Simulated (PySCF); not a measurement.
# Dipole moment and polarisability of HgI2

HgI2 (singlet state).
Structure used (PBE0-D3(BJ)/def2-SVP), in Å, numbered top down from 1:
```
atom  x, y, z in Å
Hg1    0.000    0.000    0.000
I2    -0.020   -0.024    2.606
I3     0.019    0.024   -2.606
```

Level: CAM-B3LYP/def2-SVPD (PySCF), static field, nuclei fixed, core orbitals frozen in the response. The polarisability tensor in these axes (au):

```
x    78.00   0.01  -0.78
y     0.01  78.00  -0.98
z    -0.78  -0.98 182.11
```

Task: Give the principal values, the mean and the anisotropy Δα = √{½[(α1 − α2)² + (α2 − α3)² + (α1 − α3)²]}.

Result: Principal values 78.00, 78.00 and 182.13 au; mean 112.71 au = 16.70 Å³ = 18.58 × 10⁻⁴⁰ C²·m²/J; Δα = 104.13 au (92 % of the mean).

Task: What is the dipole moment?

Result: 0.00 D; point group D∞h allows none.

Task: In TDDFT the mean static polarisability is Σ f/ω² over all singlet excitations (ω in hartree). How much of it do the 10 lowest give? Their energies (eV) and oscillator strengths: 3.84, 0.0000; 3.84, 0.0000; 4.28, 0.0112; 4.28, 0.0112; 5.54, 0.2742; 5.95, 0.0000; 5.97, 0.0000; 5.97, 0.0000; 6.36, 0.0000; 6.42, 0.0000.

Result: They add up to 7.52 au, 6.7 % of the 112.71 au; the largest single term is 6.61 au, from the state at 5.54 eV. Terms in order: 0.00, 0.00, 0.45, 0.45, 6.61, 0.00, 0.00, 0.00, 0.00, 0.00 au. Higher excitations give the rest. The strengths listed sum to 0.297.

Task: Molar refractivity from α?

Result: Lorentz–Lorenz: R = (4π/3)N_A α = 2.5225 cm³/(mol·Å³) × 16.70 Å³ = 42.1 cm³/mol, in the limit of long wavelengths.

Task: What would n − 1 = 2πNα be for an ideal gas of these molecules at 350 K and 1 atm, electronic part alone?

Result: N = p/kT = 2.0968 × 10¹⁹ cm⁻³, so n − 1 = 2π × N × 16.70 × 10⁻²⁴ cm³ = 2200 × 10⁻⁶ at long wavelengths.

Task: Find the Langevin capture rate constant for H3+ (3.023 u) meeting this molecule (455.780 u), k = 2.342 × 10⁻⁹ cm³/s × √(α in Å³ / reduced mass in u).

Result: The reduced mass is 3.00 u, so k = 5.52 × 10⁻⁹ cm³/s.

Task: What depolarisation ratio follows for Rayleigh scattering of linearly polarised light, taking the static tensor?

Result: ρ = 3Δα²/(45ᾱ² + 4Δα²) = 32531.7/(571625 + 43375.6) = 0.0529.

Geometry: PBE0-D3(BJ)/def2-SVP; no solvent, vibrations or thermal averaging. Atoms past krypton carry effective core potentials; spin–orbit coupling is left out.
